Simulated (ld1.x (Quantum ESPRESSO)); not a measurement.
**An all-electron radial function and its pseudo partner (beryllium)**

Columns: radius, all-electron u(r) and pseudo u(r) of the 2p shell (level -2.02 eV) of beryllium in the configuration 1s2 2s2 2p0; PBE, scalar-relativistic, TM scheme, ld1.x (Quantum ESPRESSO) 7.5.

```json
{"r (bohr)": "0.210", "all-electron": "0.0454", "pseudo": "0.0148"}
{"r (bohr)": "0.420", "all-electron": "0.1301", "pseudo": "0.0577"}
{"r (bohr)": "0.630", "all-electron": "0.2182", "pseudo": "0.1235"}
{"r (bohr)": "0.840", "all-electron": "0.2975", "pseudo": "0.2049"}
{"r (bohr)": "1.050", "all-electron": "0.3640", "pseudo": "0.2926"}
{"r (bohr)": "1.260", "all-electron": "0.4194", "pseudo": "0.3773"}
{"r (bohr)": "1.470", "all-electron": "0.4639", "pseudo": "0.4508"}
{"r (bohr)": "1.680", "all-electron": "0.4964", "pseudo": "0.5074"}
{"r (bohr)": "1.890", "all-electron": "0.5178", "pseudo": "0.5446"}
{"r (bohr)": "2.100", "all-electron": "0.5293", "pseudo": "0.5630"}
{"r (bohr)": "2.310", "all-electron": "0.5324", "pseudo": "0.5656"}
{"r (bohr)": "2.520", "all-electron": "0.5286", "pseudo": "0.5562"}
{"r (bohr)": "2.730", "all-electron": "0.5192", "pseudo": "0.5392"}
{"r (bohr)": "2.940", "all-electron": "0.5055", "pseudo": "0.5180"}
{"r (bohr)": "3.150", "all-electron": "0.4887", "pseudo": "0.4952"}
{"r (bohr)": "3.360", "all-electron": "0.4695", "pseudo": "0.4723"}
{"r (bohr)": "3.570", "all-electron": "0.4490", "pseudo": "0.4498"}
{"r (bohr)": "3.780", "all-electron": "0.4276", "pseudo": "0.4278"}
{"r (bohr)": "3.990", "all-electron": "0.4060", "pseudo": "0.4060"}
{"r (bohr)": "4.200", "all-electron": "0.3844", "pseudo": "0.3844"}
{"r (bohr)": "4.410", "all-electron": "0.3631", "pseudo": "0.3631"}
{"r (bohr)": "4.620", "all-electron": "0.3423", "pseudo": "0.3423"}
{"r (bohr)": "4.830", "all-electron": "0.3221", "pseudo": "0.3221"}
{"r (bohr)": "5.040", "all-electron": "0.3026", "pseudo": "0.3026"}
{"r (bohr)": "5.250", "all-electron": "0.2838", "pseudo": "0.2838"}
{"r (bohr)": "5.460", "all-electron": "0.2658", "pseudo": "0.2658"}
```

(1) How many radial nodes do the two functions have?

(2) At about which radius was the pseudo-wave matched?

(3) Is the pseudo-wave norm-conserving?

## Answers

(1) The all-electron 2p function has n − l − 1 = 0; the pseudo-wave has 0.

(2) 4.20 bohr. The columns agree to 0.0005 from 3.78 bohr on; several derivatives are matched, so the curves merge somewhat inside the radius.

(3) Yes: the TM scheme keeps the norm inside the radius equal to the all-electron one, which fixes the energy derivative of the logarithmic derivative at the level.
